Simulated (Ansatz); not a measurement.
Basis-set extrapolation for `Cc1ccccc1-c1ccccc1` (PBE0-D4/def2-TZVP geometry, frozen core, the Gaussian-basis code of Ansatz). Multiplicity 1, RHF reference.

```tsv
	def2-TZVPP	def2-QZVPP
HF	-499.459519	-499.480004
MP2 correlation	-2.062783	-2.191680
CCSD(T) correlation	-2.218016	not run
```

Energies in hartree. Use E(X) = E(∞) + A·exp(−7.88·√X) for Hartree–Fock and E(X) = E(∞) + B·X^(−2.97) for correlation, with X = 3 and 4, and add CCSD(T) minus MP2 of the smaller set to the MP2 limit.

Task: What is the CCSD(T) energy at the basis-set limit?

Result: HF limit: -499.480004 + (-0.020485) × 0.13774 = -499.48283. MP2 limit: -2.191680 + (-0.128897) × 0.74074 = -2.28716. Higher-order term: -2.218016 − (-2.062783) = -0.15523. Total: -501.92522 hartree, 6.74 eV below CCSD(T)/def2-TZVPP.
